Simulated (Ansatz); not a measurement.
C₈H₆N₂, SMILES `c1ccc2nccnc2c1`, 16 atoms. The species carries charge 0 and has multiplicity 1. Hardware: A = 2 threads of an AMD EPYC 7R13 on a shared host and a share of an NVIDIA H100 80 GB; B = 2 threads of an AMD EPYC 7R13 on a shared host. Correlated methods freeze the cores. Open-shell runs search over several starts.

Task: Give the basis size and wall time and peak host memory of each of these runs in Ansatz. RKS r2SCAN0-D4/def2-TZVPP energy [A]; UHF-MP2/def2-TZVPP energy of the cation [A]; UKS B2PLYP (frozen core)/def2-TZVPP energy of the cation [A]; UKS ωB97X-V/def2-TZVPP energy of the cation [A]; RKS PBE0-D4/def2-SVP energy [B]; direct RPA on PBE orbitals/def2-TZVPP energy [A]; RHF-CCSD(T)/def2-SVP energy [A]; UKS PBE0-D4/def2-TZVPP energy of the cation [A]; RHF-CCSD(T)/def2-TZVPP energy [A]; RKS ωB97M-V/def2-QZVPP energy [A]; UKS PBE-D4/def2-TZVPP energy of the cation [A]; RKS PBE0-D4/def2-QZVPP energy [A]. (Best estimate.)

Result: The calculation gave: Other jobs shared the machine, so times are rough.

```
                                level                       job  functions  wall time  peak host memory (GiB)
            RKS r2SCAN0-D4/def2-TZVPP                energy [A]        394        3 s                    0.96
                 RHF-CCSD(T)/def2-SVP                energy [A]        170      5.5 s                    0.91
               RKS PBE0-D4/def2-QZVPP                energy [A]        750      5.5 s                     1.3
                 RKS PBE0-D4/def2-SVP                energy [B]        170      5.5 s                    0.61
direct RPA on PBE orbitals/def2-TZVPP                energy [A]        394        6 s                       2
               RKS ωB97M-V/def2-QZVPP                energy [A]        750       10 s                     1.5
  UKS B2PLYP (frozen core)/def2-TZVPP  energy of the cation [A]        394       19 s                       2
                UKS PBE-D4/def2-TZVPP  energy of the cation [A]        394       19 s                       1
               UKS PBE0-D4/def2-TZVPP  energy of the cation [A]        394       19 s                       1
                   UHF-MP2/def2-TZVPP  energy of the cation [A]        394       25 s                       1
               UKS ωB97X-V/def2-TZVPP  energy of the cation [A]        394       26 s                     1.2
               RHF-CCSD(T)/def2-TZVPP                energy [A]        394       32 s                     1.7
```
